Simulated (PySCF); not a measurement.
Match the calculated data to a structure.

All candidates are C6H11N3.

| technique | computed result |
| --- | --- |
| Rotational structure | rotational constants A, B, C: 3.446, 1.060, 0.942 GHz [GFN2-xTB] |
| NMR, other nuclei | isotropic shieldings of nuclei other than C and H, by class: -97 (1 N), -93 (1 N), -12 (1 N) ppm [GIAO PBE0/pcSseg-1] |
| 13C NMR | chemical shifts (computed TMS as zero) by class: 147.2 (1 C), 139.2 (1 C), 57.7 (1 C), 29.2 (1 C), 13.6 (1 C), 13.1 (1 C) ppm [GIAO PBE0/pcSseg-1] |
| Dipole | 0.44 D [PBE0/pcSseg-1] |
| 1H NMR | chemical shifts (computed TMS as zero) by class: 7.47 (1 H), 4.39 (2 H), 2.46 (3 H), 1.85 (2 H), 0.80 (3 H) ppm [GIAO PBE0/pcSseg-1] |

Electronic properties: PySCF, gas phase, density fitting. Levels stand in brackets. One conformer (not necessarily the lowest) at the GFN2-xTB geometry, without solvent, vibrations or thermal averaging. GFN2-xTB frequencies show an imaginary mode (59i cm⁻¹), so this geometry is no minimum at that level. NMR classes are plain means over equivalent atoms (diastereotopic ones count apart unless rotation or inversion swaps them), as if these changed places fast.

Question: Which candidate is it?
A. `CC(C)(C)n1cnnc1`
B. `CCCn1ncc(C)n1`
C. `CCn1nc(C)c(C)n1`
D. `CC(C)c1nncn1C`

Answer: B. It is `CCCn1ncc(C)n1`. Numbering: `[CH3:1][CH2:2][CH2:3][n:4]1[n:5][cH:6][c:7]([CH3:8])[n:9]1`. Its formula, C6H11N3, gives 3 degrees of unsaturation: 1 ring and 2 π bonds in the structure found (Kekulé form). 6 carbons fall into 6 classes; from least to most shielded: substituted aromatic carbon [C7] (147.2 ppm), aromatic CH next to a ring nitrogen [C6] (139.2 ppm), chain sp3 carbon bound to nitrogen [C3] (57.7 ppm), chain CH2 carbon [C2] (29.2 ppm), methyl carbon [C1] (13.6 ppm), benzylic-type carbon [C8] (13.1 ppm). Hydrogen classes from least to most shielded: 1 H on an aromatic CH next to a ring nitrogen, C6 (7.47 ppm), 2 H on an sp3 carbon bound to nitrogen, C3 (4.39 ppm), 3 H on a benzylic-type carbon, C8 (2.46 ppm), 2 H on a chain CH2 carbon, C2 (1.85 ppm), 3 H on a methyl carbon, C1 (0.80 ppm). The other shieldings belong to: -97 ppm, pyridine-type nitrogen [N9]; -93 ppm, pyridine-type nitrogen [N5]; -12 ppm, pyrrole-type nitrogen [N4]. The optimised geometry has point group C1 and is an asymmetric top.

The others, at the same levels:
- `CC(C)(C)n1cnnc1` fails: it has 3 carbon classes against 6; its computed 13C shifts are 142.5 (2 C), 52.9 (1 C), 32.8 (3 C) ppm, 1H shifts are 7.95 (2 H), 1.58 (9 H) ppm and rotational constant A is 3.180 GHz (against 3.446 GHz).
- `CC(C)c1nncn1C` fails: it has 5 carbon classes against 6; its computed 13C shifts are 162.9 (1 C), 146.0 (1 C), 30.8 (1 C), 28.6 (1 C), 24.6 (2 C) ppm, 1H shifts are 7.56 (1 H), 3.67 (3 H), 2.81 (1 H), 1.49 (6 H) ppm and rotational constant A is 2.564 GHz (against 3.446 GHz).
- `CCn1nc(C)c(C)n1` fails: it has 4 carbon classes against 6; its computed 13C shifts are 146.4 (2 C), 51.0 (1 C), 19.4 (1 C), 12.6 (2 C) ppm, 1H shifts are 4.32 (2 H), 2.39 (6 H), 1.37 (3 H) ppm and rotational constant A is 3.126 GHz (against 3.446 GHz).

Each candidate is one conformer, not necessarily the lowest. Dipoles, sizes and rotational constants follow the conformer. The torsions of the flexible species, by atom-mapped SMILES:
- `[CH3:1][CH2:2][CH2:3][n:4]1[n:5][cH:6][c:7]([CH3:8])[n:9]1`: C1–C2–C3–N4 67°, C2–C3–N4–N5 73°
- `[CH3:1][C:2]([CH3:3])([CH3:4])[n:5]1[cH:6][n:7][n:8][cH:9]1`: C1–C2–N5–C6 60°
- `[CH3:1][CH:2]([CH3:3])[c:4]1[n:5][n:6][cH:7][n:8]1[CH3:9]`: C1–C2–C4–N5 -78°
- `[CH3:1][CH2:2][n:3]1[n:4][c:5]([CH3:6])[c:7]([CH3:8])[n:9]1`: C1–C2–N3–N4 -89°
